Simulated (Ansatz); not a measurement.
The cluster In₂Se₃⁻ (the lowest doublet isomer of a short search). The state is a doublet with charge -1. Geometry PBE-D4/def2-SVPD, basis def2-TZVPD, Ansatz.

Cartesian coordinates in Å:
```
In -1.786 -0.914 0.877
In 0.691 1.769 -1.087
Se 2.165 -0.367 -0.283
Se -1.814 1.420 -0.348
Se 0.744 -1.908 0.840
```

```json
{"run": "A", "HOMO (eV)": "-1.54", "LUMO (eV)": "0.08"}
{"run": "B", "HOMO (eV)": "-0.70", "LUMO (eV)": "-0.30"}
{"run": "C", "HOMO (eV)": "-0.75", "LUMO (eV)": "-0.38"}
{"run": "D", "HOMO (eV)": "-2.98", "LUMO (eV)": "2.26"}
{"run": "E", "HOMO (eV)": "-0.98", "LUMO (eV)": "-0.38"}
```

In the def2 sets In takes a core potential; there is no spin–orbit coupling. The structure comes from a short search, and lower isomers may exist.

HOMO and LUMO are taken over both spins.

Task: The runs used HF, PBE, PBE0, r2SCAN, revPBE. Estimate which is which.

Result: A PBE0 (25 % exact exchange); B revPBE (0 % exact exchange); C PBE (0 % exact exchange); D HF (100 % exact exchange); E r2SCAN (0 % exact exchange). Exact exchange lowers occupied and raises empty levels; among semilocal functionals meta-GGAs tend to open the gap a little, and such runs are hard to tell apart. The gap grows from 0.37 eV (PBE) to 5.24 eV (HF).
